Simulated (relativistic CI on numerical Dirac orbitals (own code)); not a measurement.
## Hyperfine structure of Hf⁶⁷⁺, mass number 177

Method of calculation: Dirac-Coulomb-Breit CI, KLI orbitals optimised for each configuration, model QED (radiative potential, 1s self-energy scaled to tabulated hydrogen-like ionisation energies), unscaled Slater integrals (own radial code, finite nucleus).

CI space (outside the closed core 1s2): 2s²2p, 2s2p², 2p³, 2p²3s, 2p²3p, 2p²3d, 2s²3s, 2s²3p, 2s²3d, 2s2p3s, 2s2p3p, 2s2p3d, 2s²4s, 2s²4p, 2s²4d, 2s²4f. Levels of other configurations are missing.

Nuclear spin I = 7/2, μ = 0.791 μN, Q = 3.37 b (tables of Stone and Pyykkö). The electronic factors are computed for point nuclear moments, without core polarisation or the Bohr-Weisskopf and QED corrections.

```tsv
Level	E (10³ cm⁻¹)	A (GHz)	B (GHz)
2s²2p ²P°1/2	0.0	1546	
2s²2p ²P°3/2	10419.6	179.8	5240
2s2p² ⁴P3/2	11886.7	1148	4130
2s2p² ²D5/2	12213.1	1369	4500
2s2p² ²P1/2	12782.7	-1776	
2s2p² ²D3/2	12800.3	0.2965	2670
2s2p² ⁴P5/2	22452.6	1103	715
2s2p² ²S1/2	23312.0	4783
```

Levels with J = 0, under 50 % of one LS term, or S terms without an open s electron are left out. Small factors come from cancelling terms and can be off by tens of per cent or more.

At this charge energies of transitions that change n are usually good to better than 1 %, and those within a shell (Δn = 0) to a few per cent.

Question: Give the hyperfine levels of 2s²2p ²P°1/2 relative to its centre of gravity.

Answer: With K = F(F + 1) − I(I + 1) − J(J + 1), E = AK/2: F = 3: -3478, F = 4: 2705 GHz.

LS names give the leading component of a level, which can be under half, so a name can repeat, a term be missing and a line seem to break the LS rules.
